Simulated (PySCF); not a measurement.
Job file and geometry (Å, from GFN2-xTB) of a spin–spin coupling run on SMILES [C@H](CC)(Br)C#[O+], [C4H6BrO]+, B3LYP/pcJ-1 Br:pcSseg-1 indirect spin-spin coupling, non-relativistic, gas phase (PySCF); density fitting, a coarse starting grid and PySCF grid level 2 are the driver's defaults:

```
$ OMP_NUM_THREADS=1 python probes_run.py task.json out

{"job": {"kind": "j", "xc": "B3LYP", "basis": "pcJ-1"}, "charge": 1, "multiplicity": 1}
C     -1.499594    -0.237576     0.034164
C     -0.125810    -0.549147    -0.539956
C      0.977385    -0.000692     0.391307
Br     2.879615    -0.396319    -0.251560
C      1.142842     1.380127     0.351311
O      1.297733     2.482942     0.234465
H     -1.625922    -0.665822     1.024847
H     -2.252804    -0.676374    -0.616161
H     -1.686239     0.832184     0.084666
H     -0.016672    -0.130773    -1.540864
H      0.023170    -1.628270    -0.602728
H      0.887493    -0.410965     1.404481
```

Q: Write the output of this run.

A: 
```
coarse grid: 48064 points
cycle   1  E = -2804.6974989042  dE = -9.924e-02  |g| = 1.101e+00  |ddm| = 2.925e+00
cycle   2  E = -2803.9455183601  dE =  7.520e-01  |g| = 2.219e+00  |ddm| = 1.882e+00
cycle   3  E = -2804.8265303568  dE = -8.810e-01  |g| = 4.765e-01  |ddm| = 1.339e+00
cycle   4  E = -2804.8611947135  dE = -3.466e-02  |g| = 1.286e-01  |ddm| = 3.248e-01
cycle   5  E = -2804.8644020758  dE = -3.207e-03  |g| = 4.636e-02  |ddm| = 1.316e-01
cycle   6  E = -2804.8648228540  dE = -4.208e-04  |g| = 1.043e-02  |ddm| = 4.763e-02
cycle   7  E = -2804.8648450786  dE = -2.222e-05  |g| = 3.777e-03  |ddm| = 1.380e-02
cycle   8  E = -2804.8648489147  dE = -3.836e-06  |g| = 5.406e-04  |ddm| = 3.611e-03
final grid: 101352 points
cycle   9  E = -2804.8648298977  dE =  3.144e-08  |g| = 7.577e-04  |ddm| = 1.336e-03
cycle  10  E = -2804.8648296594  dE =  2.383e-07  |g| = 1.381e-03  |ddm| = 1.196e-03
cycle  11  E = -2804.8648299948  dE = -3.353e-07  |g| = 2.977e-04  |ddm| = 7.801e-04
cycle  12  E = -2804.8648300115  dE = -1.676e-08  |g| = 3.481e-05  |ddm| = 1.820e-04
cycle  13  E = -2804.8648300118  dE = -2.829e-10  |g| = 6.092e-06  |ddm| = 3.919e-05
converged SCF energy = -2804.8648300118

Indirect spin-spin couplings (Hz)
  i      j    bonds     total        FC       PSO       DSO        SD
  0 C    1 C    1     30.907    31.212    -0.498     0.193         -
  0 C    2 C    2     -0.191    -0.042    -0.216     0.066         -
  0 C    4 C    3      0.769     0.715     0.001     0.054         -
  0 C    6 H    1    137.227   135.571     1.018     0.638         -
  0 C    7 H    1    143.994   142.490     0.907     0.597         -
  0 C    8 H    1    133.973   132.191     1.119     0.662         -
  0 C    9 H    2     -3.255    -3.309     0.214    -0.161         -
  0 C   10 H    2     -4.645    -4.707     0.224    -0.162         -
  0 C   11 H    3      2.124     2.038    -0.032     0.118         -
  1 C    2 C    1     25.286    26.206    -1.235     0.315         -
  1 C    4 C    2     -0.474    -0.313    -0.250     0.089         -
  1 C    5 O    3     -0.193    -0.209    -0.016     0.033         -
  1 C    6 H    2     -4.235    -4.217     0.126    -0.144         -
  1 C    7 H    2     -0.388    -0.513     0.232    -0.107         -
  1 C    8 H    2     -4.038    -4.022     0.119    -0.134         -
  1 C    9 H    1    149.138   147.918     0.264     0.956         -
  1 C   10 H    1    157.383   156.225     0.216     0.942         -
  1 C   11 H    2     -4.628    -4.756     0.082     0.046         -
  2 C    4 C    1     74.297    77.238    -3.337     0.397         -
  2 C    5 O    2      6.836     5.456     1.307     0.073         -
  2 C    6 H    3      4.502     4.391    -0.131     0.243         -
  2 C    7 H    3     27.683    27.549     0.410    -0.276         -
  2 C    8 H    3      3.619     3.458    -0.021     0.182         -
  2 C    9 H    2     -4.715    -4.730    -0.157     0.173         -
  2 C   10 H    2     -6.622    -6.664    -0.218     0.260         -
  2 C   11 H    1    193.146   192.187    -0.398     1.357         -
  4 C    5 O    1     11.042     6.209     4.859    -0.026         -
  4 C    7 H    4     -0.318    -0.367     0.218    -0.169         -
  4 C    9 H    3      3.898     3.768    -0.216     0.345         -
  4 C   10 H    3     17.459    17.275     0.450    -0.266         -
  4 C   11 H    2      0.352     0.288    -0.109     0.173         -
  5 O    7 H    5     -0.167    -0.193    -0.115     0.141         -
  5 O    9 H    4      0.161     0.085     0.029     0.047         -
  5 O   10 H    4     -1.048    -0.906    -0.381     0.239         -
  5 O   11 H    3     -2.503    -2.192    -0.573     0.262         -
  6 H    7 H    2    -16.850   -16.959     2.755    -2.647         -
  6 H    8 H    2    -12.274   -12.447     2.769    -2.596         -
  6 H    9 H    3     16.042    15.976     2.751    -2.686         -
  6 H   10 H    3      4.412     4.331     0.416    -0.336         -
  7 H    8 H    2    -16.936   -17.064     2.721    -2.593         -
  7 H    9 H    3      3.861     3.799     0.364    -0.303         -
  7 H   10 H    3      4.423     4.355     0.360    -0.291         -
  7 H   11 H    4      0.523     0.385     1.389    -1.250         -
  8 H    9 H    3      4.646     4.573     0.358    -0.286         -
  8 H   10 H    3     16.472    16.399     2.751    -2.678         -
  8 H   11 H    4      0.198     0.029     0.421    -0.252         -
  9 H   10 H    2    -14.600   -15.097     2.282    -1.786         -
  9 H   11 H    3     12.683    12.460     2.584    -2.361         -
 10 H   11 H    3      7.575     7.165     0.162     0.249         -
```

Size and cost of the density-fitted run: 236 basis functions, 71 s wall time on 1 thread of an Arm Neoverse N1, shared host; peak memory 0.93 GiB.
